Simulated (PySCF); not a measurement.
PySCF job for Mg(iPr)(OH) (C₃H₈MgO), SMILES C[CH](C)[Mg][OH], B3LYP/pcSseg-1. Coordinates come from a PBE-D3(BJ)/def2-SVP optimisation. The structure was generated by enumeration; whether it is a known compound was not checked. Other conformers were not sampled.

```python
import numpy as np
from pyscf import gto, scf, dft
from pyscf.prop.nmr import rks as nmr

mol = gto.M(
    atom='''
    Mg   -0.03872059    0.81500915    0.68945437
    C    -0.34289489   -0.60808695   -0.86421223
    C    -0.64271323   -2.01178121   -0.31596682
    C     0.82544196   -0.63805447   -1.86164270
    H    -1.24878761   -0.25361586   -1.40955132
    H    -0.83270658   -2.74326452   -1.13871416
    H     0.20750510   -2.42438542    0.27086579
    H    -1.53502551   -2.03540030    0.34516798
    H     1.01255520    0.34831645   -2.33694659
    H     0.64089883   -1.36442078   -2.69014548
    H     1.77867221   -0.95424186   -1.38326319
    O     0.10984698    2.08948886    1.94910852
    H     0.52375677    2.47852721    2.72719698
    ''',
    basis='pcSseg-1',
    charge=0,
    spin=0,
    max_memory=1600,
    verbose=3,
)
mf = dft.RKS(mol, xc='b3lyp')
mf.grids.level = 3
mf.conv_tol = 1e-10
mf.max_cycle = 100
mf.kernel()
n = nmr.NMR(mf)
n.verbose = 2
n.max_cycle_cphf = 60
sigma = n.kernel()
print('atom   isotropic/ppm   span/ppm')
for i, s in enumerate(sigma):
    w = np.linalg.eigvalsh((s + s.T) / 2)
    print(f'{mol.atom_symbol(i):2s}{i + 1:3d} {w.mean():14.3f} {w[2] - w[0]:11.3f}')
```

Output:

```
converged SCF energy = -394.454228279297
atom   isotropic/ppm   span/ppm
Mg  1        513.701     294.975
C   2        162.151      14.988
C   3        149.820      45.143
C   4        149.823      45.159
H   5         30.498       7.997
H   6         29.651       9.898
H   7         29.860       8.763
H   8         29.511      10.036
H   9         29.508      10.038
H  10         29.651       9.902
H  11         29.859       8.769
O  12        369.874      54.300
H  13         31.446      23.252
```

Self-consistency was reached.

Cost: very roughly 40 core-seconds.
